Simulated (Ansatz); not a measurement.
Cost and result for the atomization energy of `F[Si]1(Cl)BN1` (7 atoms, 7 bonds).

Z-matrix (Å, degrees):
```
Si
Cl 1 2.036
B 1 1.896 2 128.7
F 1 1.589 2 104.6 3 -177.8
N 1 1.717 2 116.7 3 52.8
H 3 1.186 1 164.3 2 -89.1
H 5 1.011 1 151.5 2 59.9
```

Total charge 0; spin multiplicity 1. The geometry is a stationary point of PBE0-D4/def2-TZVP. Program: Ansatz. All runs use 4 threads of a server CPU on a shared host. Times are those of one run each, without the atoms' runs, and a repeat can differ threefold. Electronic energies, without spin–orbit coupling; frozen cores. CCSD(T)/CBS adds CCSD(T) − MP2 in def2-TZVPP to the MP2 limit, and its time is that of the two runs behind it. T1 = 0.013. B3LYP takes the VWN-RPA correlation (the form of Gaussian; ORCA's B3LYP/G). HSE06 is the plane-wave form, built on full-range PBE exchange.

CCSD(T)/CBS is a level of theory with its own doubt, some kJ/mol a heavy atom from the limit and from the frozen cores, so smaller differences don't rank the functionals.

```csv
level,functions,wall time,atomization (kcal/mol),difference from CCSD(T)/CBS,per bond
revPBE-D4/def2-TZVPP,205,2.5 s,635.6,-1.2,-0.2
CCSD(T)/def2-SVP,88,3.4 s,583.1,-53.7,-7.7
PBE0-D4/def2-TZVPP,205,3.5 s,639.8,3.0,0.4
BHLYP-D4/def2-TZVPP,205,3.7 s,613.6,-23.2,-3.3
HSE06-D4/def2-TZVPP,205,4 s,640.3,3.5,0.5
B3LYP-D4/def2-TZVPP (with forces),205,5.5 s,635.8,-1.0,-0.1
r2SCAN-D4/def2-TZVPP (with forces),205,6.5 s,642.9,6.1,0.9
PBE-QIDH/def2-TZVPP,205,6.5 s,634.7,-2.1,-0.3
r2SCANh-D4/def2-TZVPP,205,7 s,636.8,0.0,0.0
B97M-V/def2-TZVPP,205,11 s,645.0,8.2,1.2
MP2/def2-QZVPP,371,19 s,652.4,15.6,2.2
CCSD(T)/def2-TZVPP,205,89 s,614.5,-22.3,-3.2
CCSD(T)/CBS(def2),–,110 s,636.8,0.0,0.0
```

In def2-TZVPP, CCSD(T) changes the Hartree–Fock value by +161.2 kcal/mol (the triples alone add +12.9 kcal/mol) and MP2 by +185.6 kcal/mol; breaking electron pairs costs correlation energy, which Hartree–Fock lacks. From BLYP to BHLYP (50 % exact exchange), in def2-TZVPP and without D4, the atomization energy moves by −20.7 kcal/mol: exact exchange takes away binding that semilocal exchange gives to molecules. Leaving LDA and LC-ωPBE aside and taking each functional with its dispersion term where it has one, the values, not all of them listed here, spread over 42.2 kcal/mol, from BHLYP-D4 to PBE-D4. LDA lies +88.5 kcal/mol from PBE without D4, its usual overbinding.
